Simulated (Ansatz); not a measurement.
Abridged output of a molecular run in Ansatz:

```
Functional definition: HF
1764 factors; integrals over basis functions are off by at most 1.0e-3 eV
mean field evaluation 1: about -13148.1531 eV, gradient 4.3e1 eV
mean field evaluation 2: about -13148.4285 eV, gradient 4.3e1 eV
mean field evaluation 4: about -13152.8553 eV, gradient 5.3e0 eV
mean field evaluation 8: about -13152.9343 eV, gradient 2.4e-1 eV
mean field -13152.93453105 eV, -483.3614286369 hartree, gradient 6.4e-6 eV, S^2 0.000000; 0 other end points of the search recorded, 0 dependent functions left out
9 core orbitals not correlated: weight in the atoms' cores, before any rotation towards them, 1.000 or more for the frozen orbitals, at most 0.000 for the correlated occupied ones
reference -13152.93453105 eV, -483.3614286369 hartree; 16, 16 occupied and 281, 281 virtual orbitals, 1764 factors
second order -24.30200988 eV of doubles, -0.00000000 eV of singles
cycle   1  -25.13312410 eV  change   -8.3e-1 eV  update   1.0e-1
cycle   2  -25.73383565 eV  change   -6.0e-1 eV  update   2.9e-2
cycle   3  -25.85453227 eV  change   -1.2e-1 eV  update   1.4e-2
cycle   4  -25.84775009 eV  change    6.8e-3 eV  update   2.9e-3
cycle   5  -25.84724540 eV  change    5.0e-4 eV  update   1.2e-3
cycle   6  -25.84752051 eV  change   -2.8e-4 eV  update   3.3e-4
cycle   7  -25.84737890 eV  change    1.4e-4 eV  update   1.3e-4
cycle   8  -25.84735420 eV  change    2.5e-5 eV  update   4.1e-5
cycle   9  -25.84736359 eV  change   -9.4e-6 eV  update   1.5e-5
perturbative correction -0.93987986 eV, -0.0345399478 hartree
Total energy: -13179.72177450 eV, -484.3458416767 hartree
```

Its atoms:

```xyz
15

C     1.111   -0.328    2.065
C     0.609    0.830    1.232
O     0.456    0.473   -0.127
Si   -0.927   -0.150   -0.762
C    -0.699   -0.246   -2.601
H     2.060   -0.697    1.670
H     1.266   -0.013    3.100
H     0.396   -1.154    2.064
H     1.323    1.658    1.267
H    -0.340    1.208    1.638
H    -1.215   -1.504   -0.201
H    -2.077    0.730   -0.395
H    -0.513    0.744   -3.022
H     0.147   -0.890   -2.852
H    -1.594   -0.659   -3.075
```

**Question.** Which basis set was used?
A. def2-QZVPP
B. def2-TZVPP
C. def2-SVPD
D. cc-pV(D+d)Z

**Answer.** B. It gives 306 functions.

**Question.** Write the keys of the input that set method, charge and spin (a neutral closed shell needs none for the last two).

**Answer.** 
```yaml
correlation: {method: ccsd_t}
```
